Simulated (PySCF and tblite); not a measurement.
Results of a calculation; reference values are marked as such.
C7H11N, numbered as in [N:1]#[C:2][CH:3]1[CH2:4][CH2:5][CH2:6][CH2:7][CH2:8]1.

Level: PBE0-D3(BJ)/def2-TZVP//PBE0-D3(BJ)/def2-SVP, thermal terms from GFN2-xTB, symmetry numbers and mirror pairs counted. Conformers within 4 kcal/mol (GFN2-xTB free energy) were kept, 5 at most. (PySCF 2.14, tblite 0.8.)

Rotational constants are equilibrium values for the commonest isotopes; dipoles come from the energy level named.

The 6-ring runs over atoms 3–4–5–6–7–8.

| conformer | shape | symmetry | weight % |
| --- | --- | --- | --- |
| 1 | 6-ring chair (all substituents equatorial) | Cs | 52.9 |
| 2 | 6-ring chair (C2 axial) | Cs | 47.1 |

Sets of constants, in random order:

```csv
set,A (MHz),B (MHz),C (MHz),abs μa (D),abs μb (D),abs μc (D)
P,3031,1763,1557,3.31,0.01,2.44
Q,4267,1401,1130,4.49,0.00,0.69
```

Match each set to its conformer.

P is conformer 2, Q is conformer 1.
